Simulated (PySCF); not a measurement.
PySCF input file for 1-silylprop-2-en-1-one (C3H6OSi), SMILES C=CC(=O)[SiH3], ωB97X-D3(BJ)/def2-SVP. Coordinates come from a ωB97X-D3(BJ)/def2-SVP optimisation. One conformer was computed; it need not be the lowest.

```python
import numpy as np
from pyscf import gto, scf, dft, df
from pyscf.hessian import thermo

mol = gto.M(
    atom='''
    C     0.30684036   -2.46774102    0.00000000
    C     0.71877630   -1.19587580   -0.00000000
    C    -0.27400052   -0.07395892    0.00000000
    O    -1.47368574   -0.28198923   -0.00000000
    Si    0.28741903    1.77602100    0.00000000
    H    -0.76661630   -2.68547111    0.00000000
    H     1.00953236   -3.30617835    0.00000000
    H     1.78332197   -0.93705465   -0.00000001
    H     1.77494758    1.90332106   -0.00000001
    H    -0.27263153    2.42122864   -1.21887141
    H    -0.27263151    2.42122865    1.21887140
    ''',
    basis='def2-SVP',
    charge=0,
    spin=0,
    max_memory=1600,
    verbose=3,
)
mf = dft.RKS(mol, xc='wb97x-d3bj').density_fit(auxbasis='def2-universal-jkfit')
mf.grids.level = 3
mf.conv_tol = 1e-11
mf.max_cycle = 100
mf.kernel()

# [left out here: the lines that compute and print the analytic Hessian (its translational invariance restored by hand, since the grid's response is missing), thermochemistry and intensities]
```

It prints:

```
converged SCF energy = -482.456498597248

WARN: DFTD3 does not support analytical Hessian, using finite difference


WARN: Mole.unit (angstrom) is changed to Bohr

Mode                                 0                   1                   2
Irrep
Freq [cm^-1]                       52.0311             91.7202            189.9354
Reduced mass [au]                   1.1605              2.1585              3.1259
Force const [Dyne/A]                0.0019              0.0107              0.0664
Char temp [K]                      74.8612            131.9650            273.2748
Normal mode                   x     y     z       x     y     z       x     y     z
       0   C                 0.00  0.00  0.06    0.00 -0.00 -0.13   -0.10 -0.03  0.00
       1   C                -0.00  0.00 -0.00   -0.00  0.00  0.15    0.04 -0.08  0.00
       2   C                -0.00  0.00 -0.04   -0.00 -0.00  0.06    0.12 -0.01 -0.00
       3   O                -0.00 -0.00 -0.06   -0.00 -0.00  0.02    0.11  0.03 -0.00
       4  Si                 0.00 -0.00  0.02    0.00  0.00 -0.04   -0.06  0.04  0.00
       5   H                 0.00 -0.00  0.07    0.00 -0.00 -0.40   -0.13  0.10  0.00
       6   H                 0.00  0.00  0.10    0.00  0.00 -0.10   -0.20 -0.12  0.00
       7   H                -0.00  0.00 -0.01   -0.00  0.00  0.40    0.07 -0.18 -0.00
       8   H                 0.00 -0.00 -0.46    0.00 -0.00 -0.21   -0.08  0.29 -0.00
       9   H                -0.43  0.18  0.31   -0.14 -0.03  0.01   -0.17 -0.06 -0.00
      10   H                 0.43 -0.18  0.31    0.14  0.03  0.01   -0.17 -0.06  0.00
Mode                                 3                   4                   5
Irrep
Freq [cm^-1]                      325.4240            405.6457            413.0080
Reduced mass [au]                   3.8356              1.7431              6.0150
Force const [Dyne/A]                0.2393              0.1690              0.6045
Char temp [K]                     468.2126            583.6339            594.2266
Normal mode                   x     y     z       x     y     z       x     y     z
       0   C                -0.10  0.11 -0.00   -0.00 -0.00  0.01   -0.01  0.10  0.00
       1   C                 0.05  0.06 -0.00   -0.00 -0.00  0.00    0.05  0.07  0.00
       2   C                -0.00  0.00 -0.00   -0.00 -0.00 -0.16    0.03  0.01 -0.00
       3   O                 0.03 -0.17  0.00    0.00 -0.00  0.09    0.01  0.09  0.00
       4  Si                 0.01  0.01 -0.00    0.00  0.00 -0.01   -0.03 -0.13 -0.00
       5   H                -0.14  0.29 -0.00    0.00 -0.00 -0.28   -0.03  0.20 -0.00
       6   H                -0.23  0.00  0.00    0.00 -0.00  0.31   -0.08  0.04  0.00
       7   H                 0.06  0.01  0.00   -0.00 -0.00  0.28    0.05  0.09  0.00
       8   H                 0.03 -0.14  0.00    0.00  0.00  0.19   -0.04 -0.08  0.00
       9   H                 0.08  0.06 -0.00    0.11  0.32  0.11   -0.05 -0.16 -0.00
      10   H                 0.08  0.06  0.00   -0.11 -0.32  0.11   -0.05 -0.16  0.00
Mode                                 6                   7                   8
Irrep
Freq [cm^-1]                      578.5652            634.5968            733.8207
Reduced mass [au]                   1.2124              1.2992              2.6160
Force const [Dyne/A]                0.2391              0.3083              0.8300
Char temp [K]                     832.4265            913.0434           1055.8046
Normal mode                   x     y     z       x     y     z       x     y     z
       0   C                 0.00  0.00  0.02    0.01 -0.03 -0.00    0.04 -0.02 -0.00
       1   C                -0.00  0.00 -0.10    0.04 -0.04 -0.00    0.15 -0.05 -0.00
       2   C                -0.00  0.00 -0.02    0.03  0.02  0.00   -0.06 -0.08  0.00
       3   O                -0.00 -0.00  0.01    0.03  0.04  0.00   -0.10  0.04 -0.00
       4  Si                 0.00  0.00  0.04   -0.07  0.01  0.00    0.01  0.03 -0.00
       5   H                 0.00 -0.00 -0.31   -0.00 -0.00 -0.00   -0.04  0.38 -0.00
       6   H                 0.00  0.00  0.49   -0.03 -0.06  0.00   -0.27 -0.28  0.00
       7   H                -0.00  0.00  0.25    0.05 -0.08  0.00    0.12  0.08  0.00
       8   H                 0.00  0.00 -0.19    0.00 -0.68  0.00    0.01  0.11  0.00
       9   H                -0.10 -0.40 -0.13    0.26  0.26 -0.01    0.00  0.05  0.01
      10   H                 0.10  0.40 -0.13    0.26  0.26  0.01    0.00  0.05 -0.01
Mode                                 9                  10                  11
Irrep
Freq [cm^-1]                      781.1686            921.1246            953.7948
Reduced mass [au]                   2.4719              1.1248              1.0482
Force const [Dyne/A]                0.8887              0.5623              0.5618
Char temp [K]                    1123.9276           1325.2932           1372.2983
[...]
       4  Si                -0.00 -0.02  0.00    0.00  0.03 -0.00   -0.00  0.00 -0.00
       5   H                -0.02  0.35 -0.00   -0.01  0.14 -0.00    0.00  0.50 -0.00
       6   H                -0.29 -0.40  0.00   -0.01  0.02  0.00    0.09  0.06  0.00
       7   H                -0.16  0.31 -0.00   -0.20  0.44 -0.00    0.04 -0.68 -0.00
       8   H                -0.02  0.09 -0.00    0.03 -0.18  0.00   -0.00 -0.00 -0.00
       9   H                 0.03  0.04  0.02   -0.03 -0.01 -0.01    0.01  0.01 -0.00
      10   H                 0.03  0.04 -0.02   -0.03 -0.01  0.01    0.01  0.01  0.00
Mode                                18                  19                  20
Irrep
Freq [cm^-1]                     1415.8485           1716.3556           1800.9581
Reduced mass [au]                   1.2383              5.6212             10.0610
Force const [Dyne/A]                1.4626              9.7565             19.2265
Char temp [K]                    2037.0908           2469.4535           2591.1777
Normal mode                   x     y     z       x     y     z       x     y     z
       0   C                -0.04 -0.04  0.00    0.05  0.16 -0.00    0.02  0.05 -0.00
       1   C                 0.03 -0.10  0.00   -0.02 -0.19  0.00   -0.02 -0.06 -0.00
       2   C                -0.01  0.05  0.00   -0.08  0.02 -0.00    0.21  0.05  0.00
       3   O                -0.00 -0.01  0.00    0.05  0.01  0.00   -0.14 -0.03  0.00
       4  Si                -0.00 -0.00  0.00   -0.00 -0.00 -0.00   -0.00 -0.00  0.00
       5   H                -0.14  0.49 -0.00    0.14 -0.16 -0.00    0.05 -0.05 -0.00
       6   H                 0.50  0.43 -0.00   -0.19  0.01 -0.00   -0.08 -0.01  0.00
       7   H                -0.07  0.31 -0.00   -0.12  0.11 -0.00   -0.07  0.09 -0.00
       8   H                -0.01  0.01  0.00   -0.01  0.01  0.00   -0.00 -0.00 -0.00
       9   H                -0.00 -0.00  0.00    0.00 -0.00 -0.00    0.01  0.01  0.02
      10   H                -0.00 -0.00 -0.00    0.00 -0.00  0.00    0.01  0.01 -0.02
Mode                                21                  22                  23
Irrep
Freq [cm^-1]                     2251.2360           2275.2836           2279.7838
Reduced mass [au]                   1.0366              1.0336              1.0521
Force const [Dyne/A]                3.0952              3.1525              3.2217
Char temp [K]                    3239.0273           3273.6265           3280.1014
Normal mode                   x     y     z       x     y     z       x     y     z
       0   C                -0.00 -0.00 -0.00    0.00  0.00  0.00    0.00  0.00 -0.00
       1   C                 0.00  0.00 -0.00   -0.00 -0.00  0.00   -0.00 -0.00  0.00
       2   C                 0.00 -0.00  0.00    0.01  0.00 -0.00    0.00  0.00  0.00
       3   O                 0.00  0.00  0.00   -0.00 -0.00  0.00   -0.00 -0.00 -0.00
       4  Si                 0.03  0.01  0.00    0.02 -0.02 -0.00    0.00 -0.00  0.04
       5   H                -0.00 -0.00 -0.00    0.00 -0.00 -0.00    0.00 -0.00  0.00
       6   H                 0.00  0.00 -0.00   -0.00 -0.00  0.00   -0.00 -0.00  0.00
       7   H                 0.00  0.00 -0.00   -0.00  0.00 -0.00   -0.00  0.00  0.00
       8   H                -0.97 -0.08  0.00   -0.11 -0.02 -0.00   -0.00 -0.00  0.01
       9   H                 0.04 -0.03  0.07   -0.26  0.29 -0.57   -0.27  0.30 -0.56
      10   H                 0.04 -0.03 -0.07   -0.26  0.29  0.57    0.27 -0.30 -0.56
Mode                                24                  25                  26
Irrep
Freq [cm^-1]                     3172.4949           3207.0802           3283.0186
Reduced mass [au]                   1.0591              1.0975              1.1195
Force const [Dyne/A]                6.2803              6.6507              7.1093
Char temp [K]                    4564.5138           4614.2744           4723.5328
Normal mode                   x     y     z       x     y     z       x     y     z
       0   C                 0.02  0.06 -0.00   -0.02 -0.02  0.00   -0.09  0.04  0.00
       1   C                 0.02 -0.00 -0.00    0.08  0.02 -0.00   -0.01 -0.00  0.00
       2   C                 0.00  0.00 -0.00   -0.00  0.00  0.00   -0.00 -0.00 -0.00
       3   O                -0.00 -0.00  0.00   -0.00  0.00 -0.00    0.00  0.00  0.00
       4  Si                 0.00 -0.00 -0.00    0.00 -0.00 -0.00   -0.00 -0.00 -0.00
       5   H                -0.67 -0.14  0.00    0.21  0.04 -0.00    0.61  0.13 -0.00
       6   H                 0.42 -0.49  0.00   -0.06  0.07 -0.00    0.45 -0.53  0.00
       7   H                -0.22 -0.05  0.00   -0.90 -0.22  0.00    0.08  0.02 -0.00
       8   H                -0.00  0.00  0.00   -0.00  0.00  0.00    0.00 -0.00 -0.00
       9   H                -0.00  0.00 -0.00   -0.00 -0.00  0.00    0.00  0.00  0.00
      10   H                -0.00  0.00  0.00   -0.00 -0.00 -0.00    0.00  0.00 -0.00
temperature 298.1500 [K]
pressure 101325.00 [Pa]
Rotational constants [GHz] 8.97239 2.31944 1.88417
Symmetry number 1
Zero-point energy (ZPE) 0.07741 [Eh]   203247.448 [J/mol]
                           tot       elec      trans        rot        vib
Entropy [J/mol/K]       341.369      0.000    164.323    110.909     66.136
Cv [J/mol/K]             94.890      0.000     12.472     12.472     69.947
Cp [J/mol/K]            103.205      0.000     20.786     12.472     69.947
Internal energy [J/mol]                      3718.434   3718.434 213547.826
Internal energy [Eh]   -482.37233  -482.45650
Enthalpy [J/mol]                             6197.391   3718.434 213547.826
Enthalpy [Eh]          -482.37139
Gibbs free energy [J/mol]                  -42795.501 -29349.220 193829.319
Gibbs free energy [Eh] -482.41015
static polarisability / bohr^3: [[56.414  0.772  0.   ]
 [ 0.769 80.229 -0.   ]
 [-0.     0.    39.412]]
largest difference of analytic and finite-field dipole derivatives / e: 0.0020807779491487377
mode   freq/cm-1   IR/(km/mol)   Raman/(A^4/amu)   depolarisation
   1       52.03         0.218             0.399            0.750
   2       91.72         0.197             7.939            0.750
   3      189.94         0.790             1.239            0.680
   4      325.42        13.674             1.603            0.384
   5      405.65         7.570             3.143            0.750
   6      413.01        12.520            11.377            0.278
   7      578.57        36.828             4.193            0.750
   8      634.60        47.786            11.893            0.649
   9      733.82         7.938             9.204            0.188
  10      781.17         2.529             7.761            0.750
  11      921.12       307.677            10.751            0.725
  12      953.79        52.359            21.410            0.749
  13      961.21        51.105            23.044            0.750
  14     1031.03        40.338             0.941            0.750
  15     1035.76         1.643             2.621            0.750
  16     1068.61        19.269             3.450            0.609
  17     1085.45        24.749             5.041            0.497
  18     1315.36         3.025            21.865            0.383
  19     1415.85        55.570            10.917            0.416
  20     1716.36        71.793            60.482            0.206
  21     1800.96        80.221            18.833            0.543
  22     2251.24        98.779           132.534            0.136
  23     2275.28        70.953           171.504            0.119
  24     2279.78       102.959            94.310            0.750
  25     3172.49         4.722            75.759            0.136
  26     3207.08         4.785            75.506            0.248
  27     3283.02         0.262            71.151            0.648
max |gradient| / (hartree/bohr): 3.995052690340743e-05
APT charges: [ 0.0062 -0.3477  0.633  -0.6755  0.9976  0.0826  0.0424  0.0388 -0.2833
 -0.2469 -0.2469]
```

The calculation finished and met its thresholds.

Cost: about 7 core-minutes (a rough figure).
